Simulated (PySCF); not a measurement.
## Broadened absorption spectrum of C4H9ClOSi

C4H9ClOSi.
Z-matrix (Å and degrees, GFN2-xTB geometry), rows numbered from 1:
```
C 
C   1  1.3209
C   2  1.4895  1  124.60
Si  3  1.9055  2  111.87  1  -108.28
O   4  1.6212  3  105.86  2   -61.33
C   4  1.9154  3  109.76  2    56.72
Cl  6  1.7875  4  108.77  3  -168.16
H   1  1.0767  2  122.13  3   179.33
H   1  1.0784  2  121.64  3    -1.37
H   2  1.0815  1  120.25  3  -178.70
H   3  1.0893  2  109.39  1   132.21
H   3  1.0893  2  110.07  1    14.02
H   4  1.4649  3  112.44  2   177.10
H   5  0.9557  4  121.12  3   161.80
H   6  1.0859  4  113.64  3    73.64
H   6  1.0879  4  112.81  3   -50.41
```

Theory: TDDFT wB97X-D/def2-SVPD, vertical, gas phase, core orbitals frozen in the response (PySCF 2.14.0, density-fitted response routines).

Each state is given a Gaussian of 0.5 eV full width at half maximum, with ε(max) = 2.175×10⁸ f / Δν̃ (Δν̃ the width in cm⁻¹). The width is an assumption, not a result. The curve ends short of the highest state used, and states not computed would add to its high-energy end.

(E (eV), ε (L mol⁻¹ cm⁻¹)): (5.85, 11), (5.91, 29), (5.97, 71), (6.02, 139), (6.08, 292), (6.14, 568), (6.19, 931), (6.25, 1573), (6.30, 2301), (6.36, 3407), (6.42, 4720), (6.47, 5911), (6.53, 7371), (6.59, 8779), (6.64, 9863), (6.70, 11020), (6.75, 11830), (6.81, 12556), (6.87, 12919), (6.92, 12874), (6.98, 12356), (7.03, 11560), (7.09, 10277), (7.15, 8830), (7.20, 7669), (7.26, 6508), (7.32, 5725), (7.37, 5389), (7.43, 5313), (7.48, 5434)

Task: Locate the maxima and give the states behind the curve.

Result: 180 nm (6.89 eV), ε about 13000, made up of S1 (19%) and S2 (72%) (ε in L mol⁻¹ cm⁻¹; maxima over ε = 5, shares over 10%). At its high-energy end, 7.48 eV, the curve is still rising (ε about 5400, from S3 and S5). The states used: S1 6.60 eV (f 0.113); S2 6.93 eV (f 0.177); S3 7.15 eV (f 0.042); S4 7.32 eV (f 0.0066); S5 7.61 eV (f 0.086); S6 7.69 eV (f 0.0048); S7 7.97 eV (f 0.023); S8 8.08 eV (f 0.067).

Task: What would ε be at 6.89 eV, the highest of these maxima, with half the width (0.25 eV)?

Result: About 18200 L mol⁻¹ cm⁻¹ against 12900, a factor of about 1.4; a lone state at its own centre would give exactly 2.

Task: Coming from long wavelengths, where does ε first pass 100 L mol⁻¹ cm⁻¹?

Result: At about 207 nm (6.00 eV), 0.61 eV below S1.

Task: On this curve, what absorbance would a 10⁻⁴ mol/L sample give at 193 nm over a 1 cm path?

Result: 193 nm is 6.424 eV, where ε is about 4800 L mol⁻¹ cm⁻¹, so A = ε c l ≈ 0.48 (Beer–Lambert, with the gas-phase spectrum and the assumed width).

One conformer stands for the species.
